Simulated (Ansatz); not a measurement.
CH6FN3Si can be A, `N[SiH2]/N=C(/N)F`, or B, `C=N[Si](N)(N)F`.

Computed with Ansatz on PBE0-D4/def2-TZVP structures; ΔE is electronic, products minus reactants. CCSD(T)/CBS adds triple-zeta CCSD(T) − MP2 to the extrapolated MP2 energy (def2 sets, frozen cores). DFT in def2-TZVPP. B3LYP here is the variant with VWN-RPA as its local correlation; programs differ in this. Each species was taken in one conformer, which may not be the lowest.

Task: Which is lower in electronic energy at CCSD(T)/CBS, and by how much? (Estimate.)

Result: The calculation gave: B, by 61.2 kcal/mol.

Task: Give E(B) − E(A) in kcal/mol with B3LYP, CCSD/def2-TZVPP, MP2/def2-TZVPP, B2PLYP, ωB97M-V, r2SCAN-D4, PBE0-D4. (Estimate.)

Result: The calculation gave: B3LYP -54.5, CCSD/def2-TZVPP -60.2, MP2/def2-TZVPP -59.8, B2PLYP -57.0, ωB97M-V -56.9, r2SCAN-D4 -53.6, PBE0-D4 -52.5. None reverses the order clearly.

Largest T1 diagnostic: 0.012.

The D4 term adds −1.3 kcal/mol with B3LYP and −0.7 kcal/mol with PBE0; it sums over pairs of atoms, weighted by their polarisabilities, and B3LYP, whose exchange is more repulsive, gets the larger term. From PBE to PBE0 (25 % exact exchange), in def2-TZVPP and without D4, E(B) − E(A) moves by −2.9 kcal/mol.
